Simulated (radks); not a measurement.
Values are calculated unless marked as measured or tabulated.
Question: The mean radii <r> (bohr) of the occupied orbitals of an atom or ion are listed with their occupations. Code: a radial shooting solver on a logarithmic mesh with Libxc functionals. Model: scalar-relativistic Kohn-Sham, PBE, spin-unpolarised, spherical densities, point nucleus.

| orbital | occ. | <r> |
|---|---|---|
| 1s | 2 | 0.01866 |
| 2s | 2 | 0.07894 |
| 2p | 6 | 0.07057 |
| 3s | 2 | 0.2048 |
| 3p | 6 | 0.2049 |
| 3d | 10 | 0.1856 |
| 4s | 2 | 0.4587 |
| 4p | 6 | 0.4877 |
| 4d | 10 | 0.5231 |
| 5s | 2 | 1.100 |
| 5p | 6 | 1.294 |
| 4f | 14 | 0.6395 |
| 6s | 2 | 3.299 |
| 5d | 3 | 2.257 |

Name the element and its charge.

Answer: Z = 73, tantalum, charge 0: Ta in [Xe] 4f14 5d3 6s2. The 1s radius gives Z: for a bare nucleus <r> = (2 gamma + 1)/(2Z) with gamma = sqrt(1 - (Z/c)^2), 0.01844 bohr for Z = 73, and screening makes it slightly larger (0.01866 here). The occupations add up to 73, and the charge is Z minus that.
